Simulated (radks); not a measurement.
Problem. Isoelectronic series with 4 electrons, each ion in its NIST ground configuration. Calculated with a radial shooting solver on a logarithmic mesh with Libxc functionals: scalar-relativistic Kohn-Sham, r2SCAN, spin-polarised, spherical densities, finite nucleus; meta-GGA in the generalised Kohn-Sham scheme; Fermi nuclear charge, rms radius of each element as measured or else 0.836 A^(1/3) + 0.57 fm. Total energies (hartree) and orbital eigenvalues (eV):

| ion | configuration | E (hartree) | 2s | 1s |
|---|---|---|---|---|
| Be | [He] 2s2 | -14.65204 | -5.7467 | -108.6360 |
| B+ | [He] 2s2 | -24.32398 | -19.7319 | -196.7875 |
| C2+ | [He] 2s2 | -36.50428 | -40.6865 | -312.4480 |
| O4+ | [He] 2s2 | -68.39082 | -103.2108 | -625.8710 |
| F5+ | [He] 2s2 | -88.10139 | -144.7488 | -823.6112 |
| Ne6+ | [He] 2s2 | -110.32761 | -193.1378 | -1048.728 |
| Mg8+ | [He] 2s2 | -162.34245 | -310.5003 | -1581.221 |
| Al9+ | [He] 2s2 | -192.13997 | -379.4962 | -1888.680 |
| Si10+ | [He] 2s2 | -224.47091 | -455.3868 | -2223.680 |
| P11+ | [He] 2s2 | -259.34086 | -538.1880 | -2586.273 |
| S12+ | [He] 2s2 | -296.75585 | -627.9177 | -2976.521 |
| Cl13+ | [He] 2s2 | -336.72238 | -724.5948 | -3394.487 |
| Ar14+ | [He] 2s2 | -379.24744 | -828.2403 | -3840.243 |
| K15+ | [He] 2s2 | -424.33846 | -938.8766 | -4313.862 |

Estimate the row of N3+ ([He] 2s2).

Solution. E (hartree) -51.19265; 2s -68.5214; 1s -455.4852.
